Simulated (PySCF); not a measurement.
# A search over the determinants of LiGa⁺

Unrestricted PBE0; PySCF, no relativity, basis sets Li aug-pcseg-1, Ga aug-pcseg-1. Outer shells of the fragments: Li+ closed shells only; Ga 3d10 4s2 4p1.

Followed along the bond (rough minima from three points):

```
2Ms+1   unpaired  ⟨S²⟩ at the start  R at minimum (Å)  Te (eV)
    2        σ ↑               0.75              3.04     0.00
    2        π ↑               0.75              2.84     1.09
    4  σ ↑↑, π ↑               3.75              3.07     4.95
```

Solutions found at the starting distance of 2.590 Å, counted from the lowest of them; the search is not exhaustive and high or unbound solutions are not listed, so other states can lie among these:

| 2Ms+1 | unpaired | term | E (eV) | ⟨S²⟩ | ⟨Lz²⟩ | μ (D) |
| --- | --- | --- | --- | --- | --- | --- |
| 2 | σ ↑ | ²Σ⁺ | 0.00 | 0.75 | 0.00 | -7.42 |
| 2 | π ↑ | ²Π | 0.97 | 0.75 | 1.00 | -7.45 |
| 4 | σ ↑↑, π ↑ | ⁴Π | 4.97 | 3.75 | 1.00 | -7.67 |
| 4 | σ ↑, π ↑↑ | ⁴Σ⁻ | 5.97 | 3.75 | 0.00 | -7.58 |
| 2 | σ ↑↑, π ↓ | mixed | 6.16 | 1.75 | 1.00 | -7.48 |
| 4 | σ ↑↑↑ | ⁴Σ⁺ | 8.68 | 3.75 | 0.00 | 2.36 |

A term symbol is given only where ⟨S²⟩ and ⟨Lz²⟩ are close to those of a pure state; real π, δ and φ orbitals otherwise mix terms. A positive dipole points towards Ga; it is taken about the centre of mass and depends on that origin.

Task: Compare the gap between the two lowest followed solutions at the starting distance with the gap between their minima.

Result: At PBE0 the second solution (doublet, unpaired electrons π ↑) lies +0.97 eV from the first (doublet, unpaired electrons σ ↑) at 2.590 Å and +1.09 eV at the minima; the two curves relax by different amounts, since their minima lie near 2.84 and 3.04 Å.

Spin–orbit coupling is left out. Counting both spins, an empty level lies below a filled one in some of these solutions, because spin and occupation are held.
